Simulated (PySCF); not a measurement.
Ionisation energy of Pd⁺ by level of theory

Pd⁺ [Kr] 4d9 (2D) → Pd²⁺ [Kr] 4d8 (3F), as a difference of total energies. All numbers are calculated (PySCF 2.14, scalar relativity by spin-free X2C-1e, in x2c-TZVPPall (8s6p6d2f1g, 79 functions)). Correlated levels: valence: [Kr] frozen; valence and next inner shell: [Ar] 3d10 frozen. The calculations carry no spin-orbit coupling.

```tsv
method	ionisation energy (eV)
UHF	17.432
LDA	20.331
PBE	19.833
PBE0	19.526
r2SCAN	19.352
wB97M-V	19.546
r2SCAN0	19.215
B97-3	19.554
wB97X-V	19.510
MP2 (valence)	19.373
SCS-MP2 (valence)	19.236
MP2 (valence and next inner shell)	19.551
SCS-MP2 (valence and next inner shell)	19.294
```

Q: How much does correlation contribute at MP2 (valence and next inner shell)?

A: 19.551 − (17.432) = 2.119 eV, measured against UHF.

A first-order spin-orbit estimate (lowest level to lowest level, LS coupling) adds -0.109 eV.

Errors of the correlated levels include the incompleteness of this basis and the frozen core.

For comparison: 19.43 ± 0.12 eV (semi-empirical (NIST evaluation); NIST Atomic Spectra Database, ionization energies).
